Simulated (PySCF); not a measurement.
# Worked example: dipole moment from atomic charges

Mo(NH)2(Cl)(Br) (BrClH₂MoN₂), SMILES [NH]=[Mo](=[NH])([Br])[Cl], multiplicity 1. Atoms are numbered in the order given.

```xyz
7

Mo     0.3168    -0.4626     0.0000
N      1.2889    -0.7205     1.4107
H      2.1655    -0.9502     1.8965
N      1.2889    -0.7205    -1.4107
H      2.1655    -0.9502    -1.8965
Cl    -1.3604    -2.0281     0.0000
Br    -0.3587     1.8827     0.0000
```
Charge 0, spin multiplicity 1.

Geometry: PBE-D3(BJ)/def2-SVP. The spin state was assumed, not searched. The structure was generated by enumeration; whether it is a known compound was not checked. The def2 effective core potentials stand for the cores of Mo; spin–orbit coupling is left out.

Charges (e) from PBE0/def2-TZVP in PySCF:

```
atom  ESP fit  Mulliken
----  -------  --------
Mo1     0.530     1.386
N2     -0.519    -0.599
H3      0.381     0.260
N4     -0.519    -0.599
H5      0.381     0.260
Cl6    -0.137    -0.368
Br7    -0.119    -0.342
```

The dipole moment of the full density is 3.44 D.

What dipole moment does each set of point charges give, and which comes closer to that of the density?


μ = Σ q r, and 1 e Å = 4.8032 D.
ESP fit: Σ q r = (0.709, -0.168, 0.000) e Å, |μ| = 3.50 D.
Mulliken: Σ q r = (0.644, -0.170, 0.000) e Å, |μ| = 3.20 D.
ESP fit comes closer in size. Point charges leave out the atoms' own dipoles (lone pairs, polarised bonds); fits to the potential absorb them, partitions of the density don't.
